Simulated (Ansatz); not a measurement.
`[F][In]([F])[Br]` + H₂ → `[F][InH][F]` + HBr at 298.15 K and 1 bar (hydrogenolysis of the In–Br bond).

Program: Ansatz. Geometries: PBE0-D4/def2-TZVP. ΔE: electronic, gas phase. CBS: MP2 limit from def2 TZ/QZ plus the TZ coupled-cluster correction, frozen cores. This one scheme is used for every species. def2 core potentials past Kr. For Br, In outer-core shells are correlated without core-valence functions, which leaves a few kJ/mol of doubt a bond. Scalar relativity is left out up to krypton.

```
           species  CCSD(T)/CBS energy (Eh)  H − E (kJ/mol)  S (J/(mol·K))
`[F][In]([F])[Br]`              -2962.82519            28.6          340.1
                H₂                 -1.17544            35.1          130.4
     `[F][InH][F]`               -390.04654            38.6          291.8
               HBr              -2573.91920            24.6          198.6
```

H − E and S are ideal-gas, rigid-rotor, harmonic terms from PBE0-D4/def2-TZVP. The MP2-based limit puts H₂ 0.8 mEh under its directly extrapolated value; such offsets cancel only in part. 1 Eh = 2625.50 kJ/mol, R = 8.31446 J/(mol·K).

**Question.** By hand: ΔE, ΔH, ΔS and ΔG.

**Answer.** ΔE = (-390.04654) + (-2573.91920) − (-2962.82519) − (-1.17544) = 0.03489 Eh = 91.6 kJ/mol. Δ(H − E) = 38.6 + 24.6 − 28.6 − 35.1 = -0.5, so ΔH = 91.1 kJ/mol. ΔS = 291.8 + 198.6 − 340.1 − 130.4 = 19.9 J/(mol·K). ΔG = 91.1 − 298.15 × (19.9)/1000 = 85.2 kJ/mol.

**Question.** By hand: the equilibrium constant, and the temperature at which ΔG would vanish if ΔH and ΔS stayed fixed.

**Answer.** log₁₀ K = −ΔG/(RT ln 10) = -14.9. ΔG = 0 at ΔH/ΔS = 4578 K, far beyond where these terms or the molecules hold.

ΔH outweighs TΔS. A doubt of 5 kJ/mol in ΔE shifts log₁₀ K by 0.9 here. These are equilibria of isolated gas molecules and say nothing of rates. Largest T1 diagnostic: 0.017 (customary marks: 0.02 for closed shells, 0.045 for open ones).
